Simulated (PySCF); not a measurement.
Correlation energy of Nb²³⁺ (niobium, charge +23)

[Ar], closed-shell 1S. Computed with PySCF 2.14 in an even-tempered Gaussian basis (18 s from 2.7 bohr⁻², ratio 2.5; 12 p from 3.5 bohr⁻², ratio 2.5; 5 d from 18 bohr⁻², ratio 2.7; 4 f from 27 bohr⁻², ratio 2.7), with the spin-free X2C one-electron Hamiltonian (Gaussian nucleus). Frozen: 1s2; 16 electrons correlated; the 21 highest virtual orbitals of each spin left out.

MP2 pair energies summed by pair of shells (mhartree):

```
 pair   energy  share (%)
2p-2p  -184.11       30.1
3p-3p  -169.97       27.8
2p-3p  -109.38       17.9
2s-2p   -53.75        8.8
3s-3p   -32.50        5.3
2s-3p   -20.37        3.3
2p-3s   -17.98        2.9
2s-2s   -10.40        1.7
3s-3s    -8.27        1.4
2s-3s    -5.65        0.9
```

Total MP2 correlation energy: -612.38 mhartree.

At this charge the one-electron X2C treatment keeps the bare 1/r₁₂, with no two-electron picture change or Breit term. The effect here is smaller than on the frozen 1s shell; and a scalar Hamiltonian misses the large spin-orbit splitting of the p shells, which matters for ns² → np² pairs.
